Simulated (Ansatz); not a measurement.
Li₇H₇, relaxed as a singlet with RKS PBE-D4/def2-TZVP in Ansatz, starting from the GFN1-xTB geometry. Force threshold 0.02 eV/Å.

The structure comes from a short search, and lower isomers may exist.

Start:

```tsv
atom	x (Å)	y (Å)	z (Å)
Li1	2.2146	0.0889	-0.0369
Li2	-1.8630	0.8011	0.4760
Li3	0.8815	-1.5426	-1.2627
Li4	0.0786	-1.4739	0.9642
Li5	0.2886	1.4775	1.4830
Li6	0.6702	1.7964	-0.8369
Li7	-2.0195	-1.3000	-0.9017
H8	1.8321	-1.5837	0.3539
H9	-0.7861	2.2220	0.1335
H10	1.1381	0.2145	-1.6653
H11	-2.9807	-0.0536	-0.4986
H12	-0.6499	-2.2490	-0.6262
H13	1.8814	1.6521	0.6562
H14	-0.6859	-0.0500	1.7614
```

```json
{"step": "1", "energy (eV)": "-1544.4676", "largest force component (eV/Å)": "0.437", "SCF passes": "12"}
{"step": "2", "energy (eV)": "-1544.6158", "largest force component (eV/Å)": "0.245", "SCF passes": "15"}
{"step": "3", "energy (eV)": "-1544.6905", "largest force component (eV/Å)": "0.081", "SCF passes": "14"}
{"step": "4 (rejected)", "energy (eV)": "-1544.6417", "largest force component (eV/Å)": "0.209", "SCF passes": "14"}
{"step": "5", "energy (eV)": "-1544.7063", "largest force component (eV/Å)": "0.039", "SCF passes": "16"}
{"step": "6", "energy (eV)": "-1544.7121", "largest force component (eV/Å)": "0.040", "SCF passes": "15"}
{"step": "7", "energy (eV)": "-1544.7135", "largest force component (eV/Å)": "0.016", "SCF passes": "16"}
```

Force components are those of the run's own axes.

End:

```xyz
14

Li    2.393    0.085   -0.003
Li   -1.937    0.821    0.482
Li    0.891   -1.444   -1.310
Li    0.071   -1.473    1.016
Li    0.304    1.500    1.516
Li    0.717    1.762   -0.889
Li   -2.273   -1.504   -0.907
H     1.735   -1.524    0.324
H    -0.721    2.104    0.119
H     1.399    0.245   -1.621
H    -3.081   -0.139   -0.402
H    -0.659   -2.029   -0.660
H     1.835    1.604    0.647
H    -0.672   -0.008    1.690
```

By distances, no bond broke or formed. The bond that changes most is Li4–H8, from 1.86 to 1.80 Å (atoms count from 1).

No frequencies were taken in this run, so the end may be a saddle point.

Hardware: 4 threads of Arm Neoverse V1 on a shared host. Wall time 8 s.
